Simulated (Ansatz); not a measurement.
`[SiH3]C[SiH2]Cl` + `BN[SiH3]` → `BN([SiH3])[SiH3]` + `C[SiH2]Cl` at 700 K and 1 bar (ligand exchange at the Si–C bond).

Gas-phase electronic energies from Ansatz, PBE0-D4/def2-TZVP geometries. CCSD(T)/CBS adds triple-zeta CCSD(T) − MP2 to the extrapolated MP2 energy (def2 sets, frozen cores). Each species was taken in one conformer, which may not be the lowest.

```
           species  CCSD(T)/CBS energy (Eh)  H − E (kJ/mol)  S (J/(mol·K))
 `[SiH3]C[SiH2]Cl`              -1080.25737           267.8          483.1
        `BN[SiH3]`               -372.22946           227.4          384.8
`BN([SiH3])[SiH3]`               -662.52490           292.0          480.2
       `C[SiH2]Cl`               -789.97638           201.9          383.2
```

H − E and S are ideal-gas, rigid-rotor, harmonic terms from PBE0-D4/def2-TZVP, for one conformer and one mirror image of each species. 1 Eh = 2625.50 kJ/mol, R = 8.31446 J/(mol·K).

Question: By hand: ΔE, ΔH, ΔS and ΔG.

Answer: ΔE = (-662.52490) + (-789.97638) − (-1080.25737) − (-372.22946) = -0.01445 Eh = -37.9 kJ/mol. Δ(H − E) = 292.0 + 201.9 − 267.8 − 227.4 = -1.3, so ΔH = -39.2 kJ/mol. ΔS = 480.2 + 383.2 − 483.1 − 384.8 = -4.5 J/(mol·K). ΔG = -39.2 − 700 × (-4.5)/1000 = -36.1 kJ/mol.

Question: By hand: the equilibrium constant, and the temperature at which ΔG would vanish if ΔH and ΔS stayed fixed.

Answer: log₁₀ K = −ΔG/(RT ln 10) = 2.7. ΔG = 0 at ΔH/ΔS = 8711 K, far beyond where these terms or the molecules hold.

The number of gas molecules stays the same, so ΔS is small and ΔH decides. A doubt of 5 kJ/mol in ΔE shifts log₁₀ K by 0.4 here. Other conformers and mirror images would add mixing entropy, several J/(mol·K) or more a flexible species. Modes under 60 cm⁻¹, often nearly free rotors, make the harmonic entropy too high. These are equilibria of isolated gas molecules and say nothing of rates. Largest T1 diagnostic: 0.013 (customary marks: 0.02 for closed shells, 0.045 for open ones).
